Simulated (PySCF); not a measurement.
HfBr4, SMILES [Br][Hf]([Br])([Br])[Br], multiplicity 1. Heavy atoms are numbered as in [Hf:1]([Br:2])([Br:3])([Br:4])[Br:5].

Coordinates come from a B3LYP-D3(BJ)/def2-SVP optimisation. The multiplicity is an assumed one; other spin states were not compared. The isomer is the one that the SMILES or the coordinates give; other isomers of the formula were not compared. The def2 effective core potentials stand for the cores of Hf; spin–orbit coupling is left out.

Method: PySCF with PBE/def2-TZVP.

ESP charges are fitted to the potential on shells at 1.4 to 2.0 van der Waals radii. Atomic charges (e), one atom of each kind:

```json
[
 {"atom": "Hf1", "ESP fit": "0.31", "Löwdin": "-0.55"},
 {"atom": "Br2", "ESP fit": "-0.08", "Löwdin": "0.14"}
]
```
